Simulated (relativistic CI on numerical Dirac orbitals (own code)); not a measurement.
**Sr4+: calculation against measurement**

Calculated at this level of theory: Dirac-Coulomb-Breit CI, KLI orbitals optimised for each configuration, model QED (radiative potential, 1s self-energy scaled to tabulated hydrogen-like ionisation energies), valence Slater integrals scaled by 0.85, configuration energies shifted to the measured levels that pair with them (semi-empirical) (own radial code, finite nucleus).

CI space (outside the closed core [Ar] 3d10): 4s2 4p4, 4s 4p5, 4s2 4p3 4d, 4s2 4p3 5s, 4s2 4p3 5p, 4p6, 4s2 4p2 4d2, 4s2 4p3 4f, 4s 4p4 4d, 4s 4p4 4f, 4s2 4p2 4f2, 4p4 4d2, 4s2 4p3 5d, 4s2 4p3 6s, 4s2 4p3 6p, 4s2 4p3 5f, 4p5 4d, 4s2 4p3 6d, 4s2 4p3 5g, 4s 4p4 5s, 4s 4p3 4d2, 4s2 4p2 4d 4f, 4s2 4p3 6f, 4s 4p4 5p, 4s2 4p2 4d 5s, 4p4 4f2, 4s 4p4 5d, 4s 4p3 5s 5p, 4s 4p4 6s, 4s 4p3 4d 4f. Levels of other configurations are missing.

```
Configuration  Term (tabulated)  J  Measured (cm⁻¹)  Computed  Error  Purity (%)
      4s2 4p4                3P  2              0.0         0      0          91
      4s2 4p4                3P  1           8307.9      8179   -129          97
      4s2 4p4                3P  0           8718.5      8436   -282          88
      4s2 4p4                1D  2          20310.5     19761   -549          91
      4s2 4p4                1S  0          44050.4     41711  -2340          87
       4s 4p5               3P°  2         154032.3    154079     47          82
       4s 4p5               3P°  1         160017.5    159970    -47          80
       4s 4p5               3P°  0         164015.7    163865   -150          81
       4s 4p5               1P°  1         193318.9    193774    455          56
   4s2 4p3 4d               5D°  0         202128.7    202133      5          95
   4s2 4p3 4d               5D°  1         202265.2    202267      2          96
   4s2 4p3 4d               5D°  2         202321.4    202319     -2          94
   4s2 4p3 4d               5D°  3         202398.5    202392     -6          93
   4s2 4p3 4d               5D°  4         202913.0    202892    -21          95
   4s2 4p3 4d               3D°  2         213783.8    213490   -294          74
   4s2 4p3 4d               3D°  3         216104.2    215692   -412          88
   4s2 4p3 4d               3D°  1         216969.2    216462   -507          96
   4s2 4p3 4d               3F°  2         220549.7    220770    220          79
   4s2 4p3 4d               1S°  0         221778.4    220965   -813          94
   4s2 4p3 4d               3F°  3         222368.3    222632    263          87
   4s2 4p3 4d               3F°  4         224844.4    225099    254          89
   4s2 4p3 4d               3G°  3         229949.5    230643    694          86
   4s2 4p3 4d               3G°  4         230974.2    231531    556          76
   4s2 4p3 4d               3G°  5         232585.9    233337    751          98
   4s2 4p3 4d               1G°  4         234782.6    235330    548          84
   4s2 4p3 4d               1D°  2         241479.5    241081   -398          78
   4s2 4p3 4d               3D°  1         243576.5    241715  -1862          95
   4s2 4p3 4d               3P°  0         246801.4    244815  -1986          92
   4s2 4p3 4d               3P°  1         248011.9    246305  -1707          91
   4s2 4p3 4d               3D°  2         248383.3    246578  -1805          89
   4s2 4p3 4d               3F°  3         249673.2    249951    278          85
   4s2 4p3 4d               3F°  2         250656.5    250669     13          87
   4s2 4p3 4d               3F°  4         251233.8    251580    346          80
   4s2 4p3 4d               3D°  3         253340.4    251326  -2014          78
   4s2 4p3 4d               3P°  2         255118.5    253684  -1435          82
   4s2 4p3 4d               1F°  3         266239.4    264066  -2173          79
   4s2 4p3 5s               5S°  2         266325.3    264978  -1347          92
   4s2 4p3 4d               3P°  2         267351.0    266557   -794          74
   4s2 4p3 4d               3D°  3         271500.2    271709    209          87
   4s2 4p3 4d               3P°  0         275425.4    275169   -256          79
   4s2 4p3 4d               3D°  2         276821.5    277242    421          79
   4s2 4p3 4d               3D°  1         280067.1    280327    260          88
   4s2 4p3 4d               1D°  2         285450.0    286741   1291          81
   4s2 4p3 5s               3D°  1         288831.6    288780    -51          86
   4s2 4p3 5s               3D°  2         289116.7    289097    -19          77
   4s2 4p3 4d               1F°  3         291678.4    291746     68          86
   4s2 4p3 5s               3D°  3         291835.6    291650   -186          97
   4s2 4p3 5s               1D°  2         294818.2    295135    317          83
   4s2 4p3 5s               3P°  0         306607.4    306639     31          98
   4s2 4p3 5s               3P°  1         307806.5    307807      1          76
   4s2 4p3 5s               3P°  2         311699.8    311884    184          79
   4s2 4p3 5p                5P  1         313726.9    313418   -309          91
   4s2 4p3 5p                5P  2         314143.2    313854   -289          85
   4s2 4p3 5s               1P°  1         314735.9    315155    419          77
   4s2 4p3 5p                5P  3         316119.9    315677   -443          95
   4s2 4p3 5p                3P  1         319834.7    319930     95          85
   4s2 4p3 5p                3P  2         321239.0    321239      0          85
   4s2 4p3 5p                3P  0         321640.8    321688     47          98
   4s2 4p3 5p                3F  3         336623.3    337321    698          63
```

Measured levels from Sansonetti, J. Phys. Chem. Ref. Data 41, 013102 (2012); pairs were made by configuration, J and term (by order where the table uses no LS term), so strongly mixed levels may be paired wrongly.

Mean error by configuration (cm⁻¹): 4s2 4p4 -825; 4s 4p5 76; 4s2 4p3 4d -303; 4s2 4p3 5s -72; 4s2 4p3 5p -29. Over the excited levels the mean absolute error is 536 cm⁻¹ (58 of the 69 excited levels that our extract of the source holds in range could be paired, and the others can miss by more), and the median relative error of those above 1,000 cm⁻¹ is 0.13 %, both after the shifts were fitted to these levels, so that a configuration with one level shows no error.

Configurations whose levels could be paired with our table of measured levels were shifted onto them, all but the ground configuration, by the median error of their levels; single terms can still be off by 1,000 to 2,000 cm⁻¹ or more, and rates follow the energies as ν³ (E1, M1) or ν⁵ (E2). The others borrow a shift and can be off by several thousand cm⁻¹ or more. 58 of the 69 excited levels that our extract of the measured tables holds in this range could be paired (the sources list more); they are missed by 536 cm⁻¹ on average and 2340 at most, after the shifts were fitted to these levels, and levels without a partner can miss by more.

Shifts applied (cm⁻¹): 4s2 4p4 0; 4s 4p5 -5533; 4s2 4p3 4d -5582; 4s2 4p3 5s -16287; 4s2 4p3 5p -14271.
